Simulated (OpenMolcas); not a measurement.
V3+ (d2) among equal point charges was computed by CASSCF with the d shell active (OpenMolcas, ANO-RCC-VDZP on the metal). Its lowest spin-free states, and all those of the highest spin:

| 2S+1 | Degeneracy | E (cm-1) |
| --- | --- | --- |
| 3 | 2 | 0.0 |
| 3 | 1 | 809.2 |
| 3 | 2 | 2595 |
| 3 | 2 | 7809 |
| 1 | 2 | 14003 |
| 1 | 1 | 14800 |
| 3 | 1 | 15383 |
| 1 | 2 | 17200 |
| 1 | 2 | 19430 |
| 1 | 2 | 20755 |
| 3 | 2 | 23011 |
| 1 | 2 | 26661 |

Problem. Is the site octahedral, tetrahedral or cube-like, axial, or of lower symmetry?

Solution. The states with 2S+1 = 3 have orbital degeneracies 2, 1, 2, 2, 1, 2. There are pairs but no triples, so the site is axial: not cubic, but with a proper or improper axis of order three or more. The run had V3+ among 5 point charges of -2 e arranged as a trigonal bipyramid (D3h), 1.96 Å from the ion, with the axial distance 1.862 Å. The active orbitals were held to one l.

An orbital doublet at a regular site is open to a Jahn-Teller distortion, which this geometry leaves out. Without dynamic correlation the repulsion within the d shell is too large (B by tens of per cent), so at a given field states of lower spin stand too high. Point charges carry no covalency, so the field is a model and not that of real ligands. An unlabelled pair can be two single states that coincide in this model. No measured value stands beside these numbers.
